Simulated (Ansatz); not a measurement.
H₄GeOS₃ (SMILES [OH][Ge]([SH])([SH])[SH]), singlet, at a GFN2-xTB geometry; CASSCF(4,5)/STO-3G (Ansatz, a first-principles code).

Here is a job for Ansatz.
Ansatz 0.2 input:
```yaml
crystal:
  periodic: [false, false, false]
  atoms:
    - {symbol: O, position_ang: [-0.16891560, -1.46251109, 1.24649285]}
    - {symbol: Ge, position_ang: [-0.01061533, -0.12870299, 0.12161396]}
    - {symbol: S, position_ang: [-0.93352614, -0.95241999, -1.75230674]}
    - {symbol: S, position_ang: [-1.15338865, 1.61857188, 1.00276943]}
    - {symbol: S, position_ang: [2.19870477, 0.32626361, -0.09711735]}
    - {symbol: H, position_ang: [0.16676804, -1.35103237, 2.13466065]}
    - {symbol: H, position_ang: [-1.24305027, -2.08117994, -1.13743518]}
    - {symbol: H, position_ang: [-1.06797979, 2.35919714, -0.09342335]}
    - {symbol: H, position_ang: [2.04663803, 1.01295128, -1.22091709]}
basis:
  gaussian:
    orbitals: STO-3G
hamiltonian:
  xc: hf
magnetization: {spin_polarized: false}
correlation: {active_space: {window: {electrons: 4, orbitals: 5}}}
```

The log (banner, timings and long lists left out):

```
Functional definition: HF
596 factors; integrals over basis functions are off by at most 2.8e-5 eV
mean field evaluation 1: about -89999.2075 eV, gradient 2.7e1 eV
mean field evaluation 2: about -89999.2767 eV, gradient 2.7e1 eV
mean field evaluation 4: about -90002.5556 eV, gradient 1.3e0 eV
mean field evaluation 8: about -90002.5663 eV, gradient 2.3e-5 eV
mean field -90002.56632160 eV, -3307.5333063882 hartree, gradient 9.0e-7 eV, S^2 0.000000; 0 other end points of the search recorded, 0 dependent functions left out
reference -90002.56632160 eV, -3307.5333063882 hartree; 46, 46 occupied and 8, 8 virtual orbitals, 596 factors
state -90003.57368034 eV, -3307.5703261391 hartree
2 active orbitals were swapped for others, from the solution at -90003.29810761 eV, -3307.5601990280 hartree to that at -90003.46286380 eV, -3307.5662537063 hartree; typed "places" are swapped only where nearly empty or full, and so, without "given_window_search", are "orbital_numbers", "shells" and a window whose orbitals a file names under [Active]
2 active orbitals were swapped for others, from the solution at -90003.46286380 eV, -3307.5662537063 hartree to that at -90003.57368034 eV, -3307.5703261391 hartree; typed "places" are swapped only where nearly empty or full, and so, without "given_window_search", are "orbital_numbers", "shells" and a window whose orbitals a file names under [Active]
Total energy: -90003.57368034 eV, -3307.5703261391 hartree
```
